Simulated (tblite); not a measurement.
Q: Write a Z-matrix for `C=C1OC(Cl)=C[C]1F` [radical] as optimised with GFN2-xTB. (Doublet state.)

A: 
Z-matrix in Å and degrees, rows numbered from 1:
```
C 
C   1  1.3592
O   2  1.3760  1  122.18
C   3  1.3494  2  107.68  1  -179.99
Cl  4  1.6874  3  117.68  2   179.98
C   4  1.3759  3  112.15  2    -0.00
C   6  1.3937  4  104.78  3     0.01
F   7  1.3331  2  124.63  1     0.01
H   1  1.0722  2  119.76  3  -179.98
H   1  1.0721  2  120.79  3     0.01
H   6  1.0695  4  127.19  3  -180.00
```

The C–C distances run from 1.359 Å (C1=C2, drawn double in one of several resonance forms) to 1.420 Å (C2–C7, drawn single in one of several resonance forms), a spread of 0.061 Å. C2 (carbon bonded to 2 C and O) is planar (angles 131.2°, 122.2° and 106.7°, sum 360.0°, 0.00 Å off the plane of its three neighbours). C7 (carbon bonded to 2 C and F) is planar (angles 126.6°, 124.6° and 108.7°, sum 360.0°, 0.00 Å off the plane of its three neighbours). The C–O distances run from 1.349 Å (O3–C4, drawn single) to 1.376 Å (C2–O3, drawn single), a spread of 0.027 Å.

Structure optimised with GFN2-xTB, isolated species. This method treats the open shell by occupation alone, without spin polarisation.

Point group: Cs (every atom within 0.08 Å of its image). Its GFN2-xTB frequencies are all real (lowest 142 cm⁻¹).

Hardware: Arm Neoverse V1, one thread, shared host with 32 logical CPUs at a one-minute load of 25. Cost: 0.16 s. These figures are those of the optimisation.

The numbers are calculated, not measured.
